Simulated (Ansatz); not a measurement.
`C[O][Ti]([F])([Cl])[SeH]` + `SC[SiH2]S` → `S[SiH2]C[SeH]` + `C[O][Ti]([F])([SH])[Cl]`  (redistribution)

Program: Ansatz. Geometries: PBE0-D4/def2-TZVP. ΔE: electronic, gas phase. CCSD(T)/CBS is the MP2 limit (def2-TZVPP, def2-QZVPP) plus CCSD(T) − MP2 in def2-TZVPP, frozen cores. DFT in def2-TZVPP. B3LYP here is the variant with VWN-RPA as its local correlation; programs differ in this. For Se, Ti outer-core shells are correlated without core-valence functions, which leaves a few kJ/mol of doubt a bond. Scalar relativity is left out up to krypton. Each species was taken in one conformer, which may not be the lowest.

`C[O][Ti]([F])([Cl])[SeH]`:

```xyz
10

C    -0.084   -1.850    0.785
O    -0.004   -0.537    0.321
Ti    0.276    1.102   -0.143
F    -0.116    2.240    1.135
Cl    2.370    1.383   -0.761
Se   -1.221    1.405   -2.016
H     0.866   -2.361    0.608
H    -0.308   -1.852    1.854
H    -0.880   -2.373    0.248
H    -0.900    2.843   -2.032
```

`SC[SiH2]S`:

Cartesian coordinates in Å:
```
S -0.743 -0.701 -1.792
C -1.105 0.280 -0.312
Si 0.452 0.665 0.664
S 1.540 -1.100 1.189
H -0.222 -1.759 -1.147
H -1.872 -0.206 0.294
H -1.524 1.220 -0.681
H 1.308 1.569 -0.142
H 0.103 1.292 1.966
H 2.064 -1.260 -0.039
```

`S[SiH2]C[SeH]`:

Cartesian coordinates in Å:
```
S 0.900 2.200 -1.251
Si 0.967 0.384 -0.121
C -0.747 -0.268 0.258
Se -0.559 -2.070 1.007
H 0.427 1.617 -2.366
H 1.662 0.744 1.137
H 1.732 -0.659 -0.851
H -1.381 -0.301 -0.629
H -1.215 0.376 1.003
H -1.785 -2.024 1.814
```

`C[O][Ti]([F])([SH])[Cl]`:

```xyz
10

C     1.620   -0.364    1.107
O     0.510   -0.170    0.283
Ti   -0.727    0.089   -0.893
F    -1.080   -1.356   -1.825
S    -2.546    0.678    0.352
Cl   -0.161    1.718   -2.264
H     2.039   -1.358    0.934
H     2.375    0.395    0.890
H     1.312   -0.279    2.152
H    -3.342    0.648   -0.735
```

Q: Is it downhill or uphill in electronic energy at CCSD(T)/CBS, and by how much? (Best estimate.)

A: Ansatz gave: Uphill: ΔE = +1.4 kcal/mol.

Q: What do these levels give: r2SCAN-D4, B3LYP-D4, ωB97X-V, ωB97M-V, B2PLYP, PBE, r2SCAN, B3LYP, MP2/def2-TZVPP, SCS-MP2/def2-TZVPP, CCSD(T)/def2-TZVPP, HF/CBS(def2)? (Best estimate.)

A: The calculation gave: r2SCAN-D4 1.4, B3LYP-D4 1.3, ωB97X-V 0.9, ωB97M-V 1.1, B2PLYP 1.1, PBE 1.2, r2SCAN 1.3, B3LYP 0.6, MP2/def2-TZVPP 1.2, SCS-MP2/def2-TZVPP 0.7, CCSD(T)/def2-TZVPP 0.5, HF/CBS(def2) -0.1 kcal/mol.

Largest T1 diagnostic among the species: 0.024, so the coupled-cluster value is less sure than usual.

The D4 term adds +0.7 kcal/mol with B3LYP and +0.4 kcal/mol with PBE0; it sums over pairs of atoms, weighted by their polarisabilities, and B3LYP, whose exchange is more repulsive, gets the larger term.
